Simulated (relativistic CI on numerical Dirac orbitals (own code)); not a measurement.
# One change at a time: Gd VI

Base calculation: Dirac-Coulomb-Breit CI, orbitals from a KLI potential per configuration, model QED, valence Slater integrals scaled by 0.85, P86 correlation energy added to each configuration.

Configuration list (outside the closed core [Kr] 4d10): 4f⁶5s²5p⁵, 4f⁵5s²5p⁶, 4f⁴5s²5p⁶5d, 4f⁶5s5p⁶, 4f⁴5s²5p⁶6s, 4f⁵5s²5p⁵6s, 4f⁴5s²5p⁶5f, 4f⁴5s²5p⁶6p, 4f⁷5p⁶, 4f⁵5s5p⁶6s, 4f⁶5p⁶6s. The list is cut by size and lacks configurations that can hold low levels.

Variants: (1) self-excluded LDA correlation estimate; (2) no correlation estimate; (3) non-relativistic limit; (4) one mean potential for all configurations. Shifts of the energy above 4f⁵5s²5p⁶ ⁶H°5/2, in cm⁻¹, for the lowest level and the first level of each name with at least 55 % of one term (blank where a level changes its place among those of its configuration and J or its character, or is not in the variant):

| Level | Base | Δ(1) | Δ(2) | Δ(3) | Δ(4) |
| --- | --- | --- | --- | --- | --- |
| 4f⁵5s²5p⁶ ⁶H°5/2 | 0.0 | 0.0 | 0.0 | 0.0 | 0.0 |
| 4f⁵5s²5p⁶ ⁶H°7/2 | 1589.0 | +0.1 | -0.6 | -1589.0 | -3.0 |
| 4f⁵5s²5p⁶ ⁶H°9/2 | 3392.7 | +0.1 | -1.2 | -3392.7 | -6.0 |
| 4f⁵5s²5p⁶ ⁶H°11/2 | 5320.0 | +0.1 | -1.7 | -5320.0 | -9.0 |
| 4f⁵5s²5p⁶ ⁶H°13/2 | 7306.8 | +0.2 | -2.1 | -7306.8 | -11.9 |
| 4f⁵5s²5p⁶ ⁶F°1/2 | 8713.4 | -1.1 | +3.1 | -1867.1 | +30.2 |
| 4f⁵5s²5p⁶ ⁶F°3/2 | 8999.4 | -1.1 | +3.2 | -2153.0 | +28.0 |
| 4f⁵5s²5p⁶ ⁶H°15/2 | 9297.5 | +0.2 | -2.3 | -9297.5 | -14.9 |
| 4f⁵5s²5p⁶ ⁶F°5/2 | 9660.7 | -1.0 | +3.1 | -2814.3 | +25.5 |
| 4f⁵5s²5p⁶ ⁶F°7/2 | 10976.8 | -0.9 | +2.5 | -4130.4 | +22.4 |
| 4f⁵5s²5p⁶ ⁶F°9/2 | 12768.8 | -0.9 | +1.9 | -5922.4 | +19.8 |
| 4f⁵5s²5p⁶ ⁶F°11/2 | 14829.9 | -0.9 | +1.4 | -7983.5 | +18.3 |
| 4f⁵5s²5p⁶ ⁴F°3/2 | 22792.8 | -0.3 | +6.0 | +870.6 | -23.7 |
| 4f⁵5s²5p⁶ ⁴M°15/2 | 23577.0 | -0.1 | +6.2 |  | -36.5 |

At this charge configurations can still be misplaced by up to about 7 % of their energy. Levels and lines within the n = 5 or 6 shells can be off by up to 10 % or somewhat more, and those that change n by about 2 %, since core polarisation is missing. The computed lowest level isn't the tabulated ground level, which NIST ASD gives as 4f6 5s2 5p5 °.

LS names give the leading component of a level, which can be under half, so a name can repeat, a term be missing and a line seem to break the LS rules.
